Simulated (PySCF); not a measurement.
Compound: C₄H₅F₃O₂.
SMILES: `O=CCCOC(F)(F)F`

The closed-shell SCF was solved with PySCF and density fitting under several settings on one GFN2-xTB geometry (grid level 2 and gas phase unless stated).

| settings | basis functions | SCF cycles | E (Eh) | HOMO (eV) | LUMO (eV) | dipole (D) |
| --- | --- | --- | --- | --- | --- | --- |
| PBE0/pcSseg-1 | 178 | 14 | -604.7403 | -8.07 | -1.10 | 3.03 |
| PBE0/def2-SVPD | 235 | 14 | -604.3760 | -8.13 | -1.27 | 3.08 |

Question: Estimate the rows for these settings: (1) HCTH407/pcseg-1, IEF-PCM methanol, energy threshold 1e-06 Eh; (2) PBE0/6-31G.

Answer: 
```json
{"settings": "HCTH407/pcseg-1, IEF-PCM methanol, energy threshold 1e-06 Eh", "basis functions": "151", "SCF cycles": "9", "E (Eh)": "-605.1586", "HOMO (eV)": "-6.31", "LUMO (eV)": "-2.01", "dipole (D)": "3.49"}
{"settings": "PBE0/6-31G", "basis functions": "91", "SCF cycles": "14", "E (Eh)": "-604.5955", "HOMO (eV)": "-7.94", "LUMO (eV)": "-1.06", "dipole (D)": "3.19"}
```

Question: Over all rows, what range does the HOMO–LUMO gap span?

Answer: From 4.30 eV (HCTH407/pcseg-1, IEF-PCM methanol, energy threshold 1e-06 Eh) to 6.97 eV (PBE0/pcSseg-1). The functional of the narrowest has no exact exchange, that of the widest 25 % exact exchange.

Question: And the dipole moment?

Answer: From 3.03 D (PBE0/pcSseg-1) to 3.49 D (HCTH407/pcseg-1, IEF-PCM methanol, energy threshold 1e-06 Eh); the largest is 1.15 times the smallest, and the median is 3.13 D.

Question: Compare two rows with the functional PBE0: PBE0/6-31G and PBE0/pcSseg-1. Which energy is lower, and by how much?

Answer: PBE0/pcSseg-1 (178 functions) lies 0.1448 Eh or 91 kcal/mol below PBE0/6-31G (91 functions).

Cycle counts include a coarse-grid stage where the run had one. The species at its GFN2-xTB geometry (one conformer only).

Conformer computed: `[O:1]=[CH:2][CH2:3][CH2:4][O:5][C:6]([F:7])([F:8])[F:9]`: O1–C2–C3–C4 0°, C2–C3–C4–O5 180°, C3–C4–O5–C6 180°, C4–O5–C6–F7 60°.
